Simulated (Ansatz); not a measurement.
All numbers were calculated with Ansatz.

A structure relaxed at PBE0-D4/def2-TZVP, charge 0, multiplicity 1:

Cartesian coordinates in Å:
```
O 1.7653 1.5540 -1.5964
Si 1.0221 0.3181 -0.8431
Cl 1.9996 -0.1939 0.8901
S -0.9679 0.9317 -0.4004
Ge -1.5884 -0.6204 1.0537
Cl -1.2075 -2.5733 0.2323
H 1.7977 2.4062 -1.1573
H 1.0834 -0.8333 -1.7530
H -0.8015 -0.5263 2.3610
H -3.1029 -0.4627 1.2131
```

(1) Give its formula and SMILES.

(2) Summarise the bond lengths by kind.

Answers

(1) Cl2GeH4OSSi, `O[SiH](Cl)[S][GeH2][Cl]`.

(2) 1 × O–Si 1.627 Å; 1 × H–O 0.959 Å; 1 × Cl–Si 2.055 Å; 1 × S–Si 2.129 Å; 1 × H–Si 1.469 Å; 1 × Ge–S 2.215 Å; 1 × Cl–Ge 2.153 Å; 2 × Ge–H 1.529 to 1.531 Å.
